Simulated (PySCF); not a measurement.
## C₆ coefficients of unlike pairs at PBE

Calculated with PySCF 2.14 from the dipole response of each species, C₆(A,B) = (3/π) ∫ α_A(iu) α_B(iu) du, in atomic units, from isotropic polarisabilities. For ions this is the dispersion term alone; charge-induced terms of lower order in 1/R come first.

```
species      configuration                                                                          basis     relativity  α (bohr³)  C₆ (like pair)
    Si⁺  [Ne] 3s2 3p1 (2P)      x2c-TZVPPall with one added diffuse shell each of s, p, d type (6s6p4d1f)  spin-free X2C      19.05           100.5
     K⁺          [Ar] (1S)  x2c-QZVPPall with one added diffuse shell each of s, p, d, f type (12s8p5d4f)  spin-free X2C      5.631           23.87
    N³⁺      [He] 2s2 (1S)                                                           aug-cc-pVDZ (4s3p2d)           none      2.127           2.083
     Li      [He] 2s1 (2S)                                                           dyall-av3z (15s9p3d)  spin-free X2C      142.0            1127
```

(1) Estimate C₆ for Li with N³⁺.

No spin-orbit coupling is included.

The other pairs:

```csv
pair,C₆
"Li, Si⁺",254.0
"N³⁺, K⁺",6.870
"Li, K⁺",85.23
"K⁺, Si⁺",43.79
"N³⁺, Si⁺",14.03
```

Answers

(1) The integral gives 30.59. The combination rule 2 C_A C_B / (C_A α_B/α_A + C_B α_A/α_B) gives 30.11 and the geometric mean 48.47.
